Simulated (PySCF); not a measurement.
C$_{2}$H$_{3}$O (SMILES [CH]1CO1), doublet, at a GFN2-xTB geometry; PySCF with HF/6-31G.

Input for PySCF:
```python
from pyscf import gto, scf

mol = gto.Mole()
mol.atom = '''
    C     0.010874    0.762321   -0.354517
    O     0.036043    0.063011    0.803685
    C     0.046790   -0.682894   -0.413052
    H    -0.767466    1.463947   -0.590359
    H    -0.849816   -1.267184   -0.594419
    H     0.982954   -1.177411   -0.639284
'''
mol.basis = '6-31g'
mol.charge = 0
mol.spin = 1
mol.verbose = 4
mol.symmetry = True
mol.build()

mf = scf.UHF(mol)
mf.kernel()
mf.analyze()
```

The log (banner, timings and long lists left out):

```
PySCF version 2.14.0

[INPUT] verbose = 4
[INPUT] num. atoms = 6
[INPUT] num. electrons = 23
[INPUT] charge = 0
[INPUT] spin (= nelec alpha-beta = 2S) = 1
[INPUT] symmetry True subgroup None
[INPUT] Mole.unit = angstrom
[INPUT] Symbol           X                Y                Z      unit          X                Y                Z       unit  Magmom
[...]
nuclear repulsion = 69.4290853111189
point group symmetry = C1
symmetry origin: [0. 0. 0.]
symmetry axis x: [1. 0. 0.]
symmetry axis y: [0. 1. 0.]
symmetry axis z: [0. 0. 1.]
num. orbitals of irrep A = 33
number of shells = 21
number of NR pGTOs = 78
number of NR cGTOs = 33
basis = 6-31g
ecp = {}

******** <class 'pyscf.scf.uhf.UHF'> ********
method = UHF
initial guess = minao
damping factor = 0
level_shift factor = 0
DIIS = <class 'pyscf.scf.diis.CDIIS'>
diis_start_cycle = 1
diis_space = 8
diis_damp = 0
SCF conv_tol = 1e-09
SCF conv_tol_grad = None
SCF max_cycles = 50
direct_scf = True
direct_scf_tol = 1e-13
number electrons alpha = 12  beta = 11
Set gradient conv threshold to 3.16228e-05
init E= -152.850744798996

cycle= 1 E= -152.061595716533  delta_E= 0.789  |g|= 0.344  |ddm|= 1.65
cycle= 2 E= -152.114664839963  delta_E= -0.0531  |g|= 0.225  |ddm|= 0.492
cycle= 3 E= -152.135849241573  delta_E= -0.0212  |g|= 0.046  |ddm|= 0.172
cycle= 4 E= -152.138050279846  delta_E= -0.0022  |g|= 0.018  |ddm|= 0.0718
cycle= 5 E= -152.13861635646  delta_E= -0.000566  |g|= 0.00963  |ddm|= 0.0387
cycle= 6 E= -152.138857944191  delta_E= -0.000242  |g|= 0.00448  |ddm|= 0.031
cycle= 7 E= -152.138914446523  delta_E= -5.65e-05  |g|= 0.00198  |ddm|= 0.0163
cycle= 8 E= -152.138923659041  delta_E= -9.21e-06  |g|= 0.000916  |ddm|= 0.0066
cycle= 9 E= -152.138925873243  delta_E= -2.21e-06  |g|= 0.000395  |ddm|= 0.00331
cycle= 10 E= -152.138926316034  delta_E= -4.43e-07  |g|= 0.000161  |ddm|= 0.00151
cycle= 11 E= -152.138926389083  delta_E= -7.3e-08  |g|= 7.02e-05  |ddm|= 0.000641
cycle= 12 E= -152.138926403358  delta_E= -1.43e-08  |g|= 3.6e-05  |ddm|= 0.000258
cycle= 13 E= -152.138926406992  delta_E= -3.63e-09  |g|= 2.03e-05  |ddm|= 0.000133
cycle= 14 E= -152.138926407937  delta_E= -9.45e-10  |g|= 5.57e-06  |ddm|= 8.28e-05
Extra cycle  E= -152.138926407976  delta_E= -3.87e-11  |g|= 3.54e-06  |ddm|= 1.15e-05
converged SCF energy = -152.138926407976  <S^2> = 0.75990954  2S+1 = 2.0098851
**** SCF Summaries ****
Total Energy =                        -152.138926407975816
Nuclear Repulsion Energy =              69.429085311118868
One-electron Energy =                 -344.015984576022561
Two-electron Energy =                  122.447972856927876
Two-electron Coulomb Energy =          142.090269284292361
DFT Exchange-Correlation Energy =      -19.642296427364485
**** MO energy ****
                             alpha | beta                alpha | beta
[...]
To work with the spin densities directly, `use mulliken_meta_spin()` only printing them here.

 ** Mulliken spin pop alpha/beta on meta-lowdin orthogonal AOs **
 ** Mulliken Spin Density (per AO)  **
spin_pop of  0 C 1s       -0.00000
spin_pop of  0 C 2s        0.15960
spin_pop of  0 C 3s        0.00125
spin_pop of  0 C 2px       0.62090
spin_pop of  0 C 2py       0.15186
spin_pop of  0 C 2pz       0.06108
spin_pop of  0 C 3px       0.00132
spin_pop of  0 C 3py       0.00089
spin_pop of  0 C 3pz       0.00014
spin_pop of  1 O 1s       -0.00000
spin_pop of  1 O 2s        0.00528
spin_pop of  1 O 3s        0.00023
spin_pop of  1 O 2px       0.08476
spin_pop of  1 O 2py      -0.00558
spin_pop of  1 O 2pz      -0.01518
spin_pop of  1 O 3px       0.00073
spin_pop of  1 O 3py       0.00028
spin_pop of  1 O 3pz      -0.00005
spin_pop of  2 C 1s        0.00000
spin_pop of  2 C 2s       -0.01066
spin_pop of  2 C 3s        0.00017
spin_pop of  2 C 2px      -0.00668
spin_pop of  2 C 2py      -0.03316
spin_pop of  2 C 2pz      -0.01680
spin_pop of  2 C 3px      -0.00001
spin_pop of  2 C 3py       0.00034
spin_pop of  2 C 3pz       0.00028
spin_pop of  3 H 1s       -0.01532
spin_pop of  3 H 2s        0.00063
spin_pop of  4 H 1s        0.00733
spin_pop of  4 H 2s        0.00002
spin_pop of  5 H 1s        0.00627
spin_pop of  5 H 2s        0.00009
 ** Mulliken Spin Density (per atom)  **
spin density of  0 C =      0.99703
spin density of  1 O =      0.07046
spin density of  2 C =     -0.06652
spin density of  3 H =     -0.01468
spin density of  4 H =      0.00735
spin density of  5 H =      0.00637
 ** Mulliken pop alpha/beta on meta-lowdin orthogonal AOs **
 ** Mulliken pop       alpha | beta **
[...]
In total            12.00000 | 11.00000
 ** Mulliken atomic charges   ( Nelec_alpha | Nelec_beta ) **
charge of  0C =      0.04730  (     3.47486      2.47784 )
charge of  1O =     -0.39419  (     4.23232      4.16186 )
charge of  2C =     -0.02711  (     2.98030      3.04682 )
charge of  3H =      0.12838  (     0.42847      0.44315 )
charge of  4H =      0.12011  (     0.44362      0.43627 )
charge of  5H =      0.12551  (     0.44043      0.43406 )
Dipole moment(X, Y, Z, Debye): -0.63593, -0.42360, -2.41436
```
